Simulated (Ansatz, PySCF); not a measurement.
The pair A = GeH4 (SMILES [GeH4]) (first 5 atoms), B = C2H6 (SMILES CC); geometry from B3LYP-D3(BJ)/def2-TZVP.
(charge 0, multiplicity 1):
```xyz
13

Ge    -0.154     0.149    -0.246
H     -0.505    -0.060    -1.728
H      0.420    -1.153     0.331
H     -1.422     0.535     0.529
H      0.886     1.270    -0.120
C      0.571     0.481     3.488
C     -0.377    -0.667     3.820
H      1.020     0.900     4.390
H      0.048     1.292     2.975
H      1.384     0.151     2.839
H      0.146    -1.476     4.334
H     -0.826    -1.086     2.918
H     -1.190    -0.335     4.469
```

Cores are frozen in the correlated methods. Filled d and f shells under p-block atoms count as core.

Run with Ansatz (Gaussian basis) for Hartree–Fock, density functionals and correlated methods; PySCF for the dispersion terms. Each number belongs to the level named beside it.

The monomers are drawn apart, rigid, along the line of their centres of mass. Counterpoise-corrected interaction energies (kcal/mol):

| level | R = 5.443 Å | R = 6.971 Å |
|---|---|---|
| PBE-D3(BJ)/def2-TZVPPD | -0.3611 | -0.0638 |
| wB97M-V/def2-TZVPPD | -0.2734 | -0.0544 |
| CCSD(T)/aug-cc-pVDZ | -0.2554 | -0.0529 |

R is the distance of the centres of mass. Find the local exponent m of E ∝ R⁻ᵐ between the two points.


m = ln(E₁/E₂)/ln(R₂/R₁): PBE-D3(BJ)/def2-TZVPPD 7.0; wB97M-V/def2-TZVPPD 6.5; CCSD(T)/aug-cc-pVDZ 6.4. For scale, two fixed dipoles give m = 3, dipole and quadrupole 4, quadrupoles 5, and dispersion or dipole-induced dipole 6 at long range; at these distances several terms mix, and what is left of overlap and damping shifts m, so it need not match one of them.

Ansatz is a program for electronic structure.
